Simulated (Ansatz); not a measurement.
Basis sets compared for Te₄Pt. Charge 0, multiplicity 1. Geometry B3LYP-D4/def2-SVP. Ansatz on 4 threads of Arm Neoverse V1 on a shared host; times are rough, and most runs start from earlier orbitals.

```xyz
5

Pt   -0.2204   -0.4917   -0.4695
Te    2.2068    0.1547    0.3514
Te   -0.6478   -1.4033   -2.7171
Te    0.2043    0.1979    2.2417
Te   -1.5429    1.5425    0.5936
```

In the def2 sets Pt, Te take a core potential; there is no spin–orbit coupling. The restricted singlet is unstable towards broken spin symmetry in Hartree–Fock (as tested in another run); at PBE-D4/def2-SVP, PBE-D4/def2-TZVP, PBE0-D4/def2-SVP, PBE0-D4/def2-TZVP this wasn't settled. No other spin state of charge 0 was run. Another isomer (singlet) lies 0.27 eV lower at PBE0-D4/def2-TZVP; other spin states weren't run for this one.

Binding counts from free atoms (Pt triplet, Te triplet) in the same basis, without a counterpoise term.

| level | functions | energy (Eh) | HOMO (eV) | LUMO (eV) | binding per atom (eV) | wall time |
| --- | --- | --- | --- | --- | --- | --- |
| PBE-D4/def2-SVP | 136 | -1191.6081 | -4.77 | -4.41 | 2.49 | 2.4 s |
| PBE0-D4/def2-SVP | 136 | -1191.5908 | -5.75 | -4.03 | 2.16 | 4.2 s |

Question: Estimate the rows for PBE-D4/def2-TZVP (with forces), PBE0-D4/def2-TZVP.

Answer: 
```
                         level  functions  energy (Eh)  HOMO (eV)  LUMO (eV)  binding per atom (eV)  wall time
PBE-D4/def2-TZVP (with forces)        240   -1191.6713      -4.83      -4.43                   2.60      4.6 s
             PBE0-D4/def2-TZVP        240   -1191.6531      -5.77      -4.00                   2.28       11 s
```
